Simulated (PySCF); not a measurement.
Bonding in `CC#C[Si@]([SiH3])(C#N)CC`

Compound: C6H11NSi2.
Atom-mapped SMILES: `[CH3:1][C:2]#[C:3][Si@:4]([SiH3:5])([C:6]#[N:7])[CH2:8][CH3:9]` (hydrogens: H10, H11, H12 on C1; H13, H14, H15 on Si5; H16, H17 on C8; H18, H19, H20 on C9)

Cartesian coordinates in Å at the GFN2-xTB level; atoms count from 1:
```xyz
20
C6H11NSi2 angstrom
C      3.325    1.475    0.935
C      2.143    0.906    0.331
C      1.157    0.437   -0.182
Si    -0.389   -0.299   -0.882
Si    -0.520   -2.615   -0.765
C     -0.365    0.260   -2.674
N     -0.356    0.547   -3.784
C     -1.861    0.626   -0.080
C     -1.939    0.354    1.418
H      4.213    1.151    0.394
H      3.270    2.563    0.905
H      3.403    1.152    1.973
H     -1.776   -3.109   -1.337
H     -0.467   -3.069    0.629
H      0.587   -3.249   -1.481
H     -1.764    1.701   -0.242
H     -2.797    0.324   -0.553
H     -2.080   -0.708    1.613
H     -1.021    0.671    1.910
H     -2.770    0.894    1.869
```

Bond orders from the PBE0/pcSseg-1 density (PySCF). Isolated species at its GFN2-xTB geometry (one conformer only). GFN2-xTB frequencies show an imaginary mode (25i cm⁻¹), so this geometry is no minimum at that level.

(1) How far do the computed orders between heavy atoms stray from the drawn ones?

(2) Give the Mayer order of every bond between heavy atoms, beside its length.

Answers

(1) The largest departure is 0.410, at C2–C3 (drawn triple, 2.590). Drawn single, order above 1.12: C1–C2 (1.185). Drawn single, order below 0.88: Si4–C6 (0.785). Drawn double or triple, more than 0.30 short of the drawn order: C2–C3 (2.590).

(2) 
```
   bond  drawn as  length (Å)  Mayer order
  C1–C2    single       1.444        1.185
  C2–C3    triple       1.206        2.590
 C3–Si4    single       1.850        0.937
Si4–Si5    single       2.322        0.927
 Si4–C6    single       1.878        0.785
  C6–N7    triple       1.146        2.928
 Si4–C8    single       1.915        0.931
  C8–C9    single       1.524        1.050
```

By pair of heavy elements: C–C: lowest C8–C9 (1.050, 1.524 Å), highest C2–C3 (2.590, 1.206 Å). C–Si: lowest Si4–C6 (0.785, 1.878 Å), highest C3–Si4 (0.937, 1.850 Å); in 1 of the 3 pairs the longer bond (by over 0.003 Å) has the higher order (by 0.02 or more).

Question: And the bonds to hydrogen?

Answer: C–H: 0.92 to 0.97 (8 bonds); H–Si: 0.93 to 0.94 (3 bonds).

Question: Sum the orders of all bonds at each heavy atom with more than one neighbour and set the sums beside the valence in the SMILES.

Answer: C1 3.944 (drawn 4), C2 3.775 (drawn 4), C3 3.527 (drawn 4), Si4 3.580 (drawn 4), Si5 3.716 (drawn 4), C6 3.713 (drawn 4), C8 3.857 (drawn 4), C9 3.939 (drawn 4). Orders between atoms that aren't bonded are not in these sums.

For a closed shell the Mayer order of atoms A and B is Σ (PS)μν (PS)νμ over the basis functions μ on A and ν on B, with P the density and S the overlap matrix.

The run behind these numbers computed NMR shieldings as well. Hardware: an Arm Neoverse N1 with one thread, shared host with 64 logical CPUs at a one-minute load of 60. Cost: 85 s wall, 1.0 GiB resident at most.
